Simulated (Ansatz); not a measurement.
Program: Ansatz. Geometries: PBE0-D4/def2-TZVP. ΔE: electronic, gas phase. CCSD(T)/CBS adds triple-zeta CCSD(T) − MP2 to the extrapolated MP2 energy (def2 sets, frozen cores). This one scheme is used for every species. DFT in def2-TZVPP. For Se outer-core shells are correlated without core-valence functions, which leaves a few kJ/mol of doubt a bond. Scalar relativity is left out up to krypton. Each species was taken in one conformer, which may not be the lowest.

`C[SiH]([SiH3])[SeH]` + H–F → `C[SiH](F)[SiH3]` + H₂Se  (ligand exchange at the Si–Se bond)

CCSD(T)/CBS gives -57.9 kJ/mol.

Problem. Another level gave -69.3 kJ/mol. Which?
A. ωB97X-V/def2-TZVPP
B. PBE0/def2-TZVPP
C. MP2/def2-TZVPP
D. SCS-MP2/def2-TZVPP

Solution. A. ωB97X-V -69.3, MP2/def2-TZVPP -54.6, PBE0 -59.1, SCS-MP2/def2-TZVPP -65.0 kJ/mol.

Largest T1 diagnostic among the species: 0.012.

The D4 term adds +12.2 kJ/mol with B3LYP and +6.7 kJ/mol with PBE0; it sums over pairs of atoms, weighted by their polarisabilities, and B3LYP, whose exchange is more repulsive, gets the larger term. In def2-TZVPP, CCSD(T) changes the Hartree–Fock value by +26.1 kJ/mol (the triples alone add +4.6 kJ/mol) and MP2 by +34.2 kJ/mol.

B3LYP here is the variant with VWN-RPA as its local correlation; programs differ in this.
